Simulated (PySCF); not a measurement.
**Two-component Hartree-Fock for Yb(61+) (ytterbium, charge +61)**

Start: [He] 2s2 2p5; 2p1/2 filled at m_j = -1/2, +1/2; 2p3/2 filled at m_j = -1/2, +1/2, +3/2. Calculated with PySCF 2.14 in an even-tempered Gaussian basis (17 s from 44 bohr⁻², ratio 2.4; 13 p from 57 bohr⁻², ratio 2.4; 5 d from 200 bohr⁻², ratio 2.6; 4 f from 300 bohr⁻², ratio 2.6): generalised Hartree-Fock with the X2C-1e Hamiltonian and a Gaussian nucleus; one run each with spin-orbit coupling (SO) switched off, then screened by Boettger's factors.

| spinor shell | electrons | ε, spin-free (eV) | ε, screened SO (eV) | weight of nominal j (screened SO) | rms radius, screened SO (bohr) |
| --- | --- | --- | --- | --- | --- |
| 1s1/2 | 2 | -67178.1 | -67154.9 | 1.000 | 0.0223 |
| 2s1/2 | 2 | -15615.4 | -15608.8 | 1.000 | 0.0880 |
| 2p1/2 | 2 | -14443.8 | -15217.9 | 1.000 | 0.0747 |
| 2p3/2 | 3 | -14443.8 | -14119.6 | 1.000 | 0.0812 |

| quantity | spin-free | screened SO |
| --- | --- | --- |
| E (hartree) | -9258.97555 | -9281.16542 |
| M_J | 3/2 | 3/2 |
| ⟨J²⟩ | 3.750 | 3.750 |
| ⟨L²⟩ | 2.000 | 2.020 |
| ⟨S²⟩ | 0.750 | 0.770 |

Each row is a mean over spinors that exchange with the open shell spreads, by up to 60.337 eV (2s1/2).

Breit and QED terms are absent; they matter most for the inner s and p1/2 levels.

Densities and radii are taken from the X2C orbitals without a picture-change correction, which distorts them close to the nucleus.

Without spin-orbit coupling the j labels of p, d and f shells carry no meaning; the spin-free column gives the mean over the occupied spinors of each nl shell.
